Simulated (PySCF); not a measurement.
Gas-phase reaction: 2 InF + O → In2O + F2

Method: PySCF energies plus ideal-gas RRHO corrections (1 bar). † marks an energy on the PBE0/def2-TZVP geometry and frequencies. MP2 freezes the core. Open shells (unrestricted): O (multiplicity 3); the rest are closed-shell singlets. Spin-orbit splitting is ignored; it lowers the true energy and changes the entropy of O. In: scalar-relativistic def2 core potential, no spin-orbit coupling. MP2 isn't extrapolated to the basis-set limit.

MP2/def2-SVP† gives ΔH°(298 K) = 142 kJ.

### Question
What do PBE/def2-TZVP†, ωB97M-V/def2-TZVP†, PBE0/def2-QZVP† give?

### Answer
PBE/def2-TZVP†: 95 kJ; ωB97M-V/def2-TZVP†: 146 kJ; PBE0/def2-QZVP†: 158 kJ. For scale, ΔH°(298 K) is 142 kJ at this level, 146 kJ at ωB97M-V/def2-TZVP†, and runs from -142 to 423 kJ over the 18 levels computed.
